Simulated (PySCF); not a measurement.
Mass spectrum arithmetic for `[GeH3][O]c1csc2cc[nH]c12`

Species: `s1c2cc[nH]c2c(c1)[O][GeH3]`.

Calculated from isotope tables alone.

Problem. What are the average molar mass and the monoisotopic mass?

Solution. For C6H7GeNOS, with standard atomic weights, 1 × 72.630 + 1 × 15.999 + 6 × 12.011 + 1 × 32.060 + 1 × 14.007 + 7 × 1.008 = 213.818 g/mol. From the most abundant isotopes (74Ge, 16O, 12C, 32S, 14N, 1H), 1 × 73.921178 + 1 × 15.994915 + 6 × 12.000000 + 1 × 31.972071 + 1 × 14.003074 + 7 × 1.007825 = 214.9460 u.

Problem. Work out the cluster of the molecular ion M+•, one line a nominal mass.

Solution. 
```tsv
nominal mass	m/z (centroid)	relative intensity
211	210.9485	54.5
212	211.9512	4.2
213	212.9463	74.7
214	213.9480	26.0
215	214.9455	100.0
216	215.9476	8.6
217	216.9450	24.7
218	217.9478	1.9
219	218.9424	1.0
```

Lines under 0.1 % of the tallest are left out. One electron mass, 0.00055 u, is taken off. Abundances used (%; other tables differ somewhat): 70Ge 20.84, 72Ge 27.54, 73Ge 7.73, 74Ge 36.28, 76Ge 7.61; 16O 99.757, 17O 0.038, 18O 0.205; 12C 98.93, 13C 1.07; 32S 94.93, 33S 0.76, 34S 4.29, 36S 0.02; 14N 99.632, 15N 0.368; 1H 99.9885, 2H 0.0115.

Problem. What resolving power m/Δm just matches the spacing of the species with one 34S and with one 76Ge?

Solution. They lie 0.00443 u apart at mass 216.94, so m/Δm is about 49000.

Problem. List the species in which a single atom is changed from its most abundant isotope.

Solution. Intensity in % of the monoisotopic species:

| isotope | mass shift (u) | m/z | intensity (%) |
| --- | --- | --- | --- |
| 70Ge | -3.99693 | 210.9485 | 57.44 |
| 72Ge | -1.99910 | 212.9464 | 75.91 |
| 73Ge | -0.99772 | 213.9477 | 21.31 |
| 15N | +0.99703 | 215.9425 | 0.37 |
| 33S | +0.99939 | 215.9449 | 0.80 |
| 13C | +1.00335 | 215.9488 | 6.49 |
| 17O | +1.00422 | 215.9497 | 0.04 |
| 2H | +1.00628 | 215.9517 | 0.08 |
| 34S | +1.99580 | 216.9413 | 4.52 |
| 76Ge | +2.00022 | 216.9457 | 20.98 |
| 18O | +2.00425 | 216.9497 | 0.21 |
| 36S | +3.99501 | 218.9405 | 0.02 |

Species under 0.02 % are left out.

Problem. What share of all molecules is the monoisotopic species?

Solution. 0.3628 × 0.99757 × 0.9893^6 × 0.9493 × 0.99632 × 0.999885^7 = 32.07 %.

Problem. Which m/z would the protonated, sodiated and deprotonated molecule have?

Solution. [M+H]+ 215.9533, [M+Na]+ 237.9352, [M−H]− 213.9387, for the monoisotopic species (arithmetic only; whether such ions form is another matter).

Problem. Protons, neutrons, electrons, and exact less nominal mass of the monoisotopic species?

Solution. 106 protons, 109 neutrons and 106 electrons; 214.9460 − 215 = -0.0540 u.
